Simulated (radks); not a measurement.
All-electron atom: Rh3+ in [Ar] 3d10 4s1.5 4p6 4d6 5s0.5 (fractional occupations, a model configuration).

Calculated with a radial shooting solver on a logarithmic mesh with Libxc functionals: Dirac Kohn-Sham, BP86, spin-unpolarised, spherical densities, finite nucleus; open shells are shared between the two j in proportion to 2j + 1; Fermi nuclear charge, rms radius 4.4945 fm.

Energy parts (hartree):
total: -4782.05317
kinetic: 4985.36383
electron-nucleus: -11514.30049
Hartree: 1885.26195
exchange-correlation: -138.37845

Orbitals (lengths in bohr, moments of r in powers of bohr; r(90%) holds 90 % of the orbital's charge):
orbital  occ.  eigenvalue (hartree)  r(90%)      <r^4>  small-component weight
1s1/2       2             -847.9005  0.0585  5.364e-06                2.71e-02
2s1/2       2             -124.2189   0.219  0.0009674                5.62e-03
2p1/2       2             -115.1306   0.197  0.0006348                5.64e-03
2p3/2       4             -109.8133   0.204  0.0007230                5.43e-03
3s1/2       2             -23.45765   0.576    0.04688                1.55e-03
3p1/2       2             -19.90032   0.578    0.04717                1.50e-03
3p3/2       4             -18.98508   0.593    0.05240                1.44e-03
3d3/2       4             -12.68665   0.585    0.04977                1.33e-03
3d5/2       6             -12.50609   0.590    0.05147                1.31e-03
4s1/2     1.5              -4.49014    1.40      1.673                3.89e-04
4p1/2       2              -3.39213    1.53      2.334                3.39e-04
4p3/2       4              -3.24145    1.57      2.595                3.24e-04
4d3/2     2.4              -1.56593    2.05      7.579                2.11e-04
4d5/2     3.6              -1.54690    2.07      7.852                2.08e-04
5s1/2     0.5              -1.13540    3.44      60.21                7.82e-05

The highest occupied level is 5s1/2 at -30.896 eV. The electron density at the nucleus is 1.21e+05 e/bohr^3.
